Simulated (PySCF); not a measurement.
**SiHg and its ions**

PBE0; basis Si def2-SVP, Hg def2-SVP with ECP60; scalar-relativistic core potentials; PySCF 2.14. Neutral (UKS): triplet (π ↑↑), Re = 2.592 Å, ωe = 196 cm⁻¹, De = 0.56 eV, HOMO -5.29 eV, LUMO -2.88 eV.

SiHg⁺ (UKS): doublet (π ↑), Re = 2.628 Å, ωe = 209 cm⁻¹, De = 1.41 eV to Si⁺ + Hg. The energies at the minima are -442.68274 hartree for SiHg and -442.41195 for SiHg⁺.

Problem. Work out the adiabatic ionisation energy, without and with harmonic zero-point energies (1 hartree = 27.2114 eV, 1 eV = 8065.5 cm⁻¹), and the change of the bond length.

Solution. At PBE0: 0.27079 hartree = 7.369 eV between the minima; the zero-point term (209.0 − 196.0)/2 cm⁻¹ = +0.001 eV makes it 7.369 eV. Re changes by +3.6 pm against the neutral. The electron leaves a π orbital, and the longer bond of the ion fits a bonding orbital, or a change in how ionic the bond is.

These are scalar-relativistic numbers at best; spin–orbit coupling would shift them, the dissociation energy most. For an ion De counts to the pair picked by the measured ionisation energies or electron affinities, which need not be the lowest pair at this level. States were picked by a PBE0 search and need not be the measured ground states.
